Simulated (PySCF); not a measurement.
CH₃Cl₃Sn, SMILES [Cl][Sn]([Cl])([CH3])[Cl] (connectivity only; charge and spin as stated), charge -1, multiplicity 2.

Geometry: B3LYP-D3(BJ)/def2-SVPD. The multiplicity is an assumed one; no other spin state was optimised. The isomer is the one that the SMILES or the coordinates give; other isomers of the formula were not compared. The def2 effective core potentials stand for the cores of Sn; spin–orbit coupling is left out.

Level of theory: C-PCM-ωB97X/def2-SVPD (PySCF).

The values are the electrostatic part of the solvation free energy, E(continuum) − E(gas) at the gas-phase geometry, in a cavity of scaled van der Waals radii (PySCF's table); cavitation and dispersion terms are not included. A continuum can't describe solvent molecules that bind to the metal.

| solvent | ε | ΔG(elec) (kcal/mol) |
|---|---|---|
| water | 78.36 | -46.4 |
| dimethylsulfoxide | 46.83 | -45.9 |
| dichloromethane | 8.93 | (withheld) |

### Question
Some entries are withheld; supply them. (The exact figures need the calculation; the answer reports its results.)

### Answer

- dichloromethane, ΔG(elec) (kcal/mol): -41.6
